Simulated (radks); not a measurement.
Task: Excited configurations of W+: one electron is placed in a higher orbital outside [Xe] 4f14 5d4. The ground configuration is [Xe] 4f14 5d4 6s1. Calculated with a radial shooting solver on a logarithmic mesh with Libxc functionals: scalar-relativistic Kohn-Sham, PBE, spin-polarised, spherical densities, finite nucleus; open shells are filled with parallel spins first (spin-orbit coupling, left out, can overturn this in heavy ions); Fermi nuclear charge, rms radius 5.3658 fm. Excitation = E - E(ground); binding = E(ion) - E, where the ion is the core of charge +2; n* = 2/sqrt(2 binding) in atomic units, and the quantum defect is n - n*.

outer orbital  excitation (eV)  binding (eV)     n*  quantum defect  eigenvalue (eV)  <r> (bohr)
5f                      12.768         3.717  3.826           1.174           -2.618       8.156
6p                       5.765        10.720  2.253           3.747           -8.034       3.751
6d                      10.980         5.506  3.144           2.856           -4.075       6.370
6f                      13.914         2.571  4.601           1.399           -1.928       13.76
7s                       9.798         6.687  2.853           4.147           -5.342       6.482
7p                      11.300         5.185  3.240           3.760           -4.113       7.938
7d                      13.125         3.360  4.024           2.976           -2.611       11.56

Estimate the row for 7f.

Result: excitation (eV) 14.646; binding (eV) 1.839; n* 5.440; quantum defect 1.560; eigenvalue (eV) -1.449; <r> (bohr) 20.76. The Delta-SCF ionisation energy is 16.485 eV (NIST Atomic Spectra Database: 16.4 eV, semi-empirical). Self-interaction in the functional shifts the binding energies and quantum defects, so they are the method's values and not measured ones. Open shells are spherical and high-spin; term and fine-structure splittings are not resolved. Spin-orbit splitting is averaged out at the scalar-relativistic level.
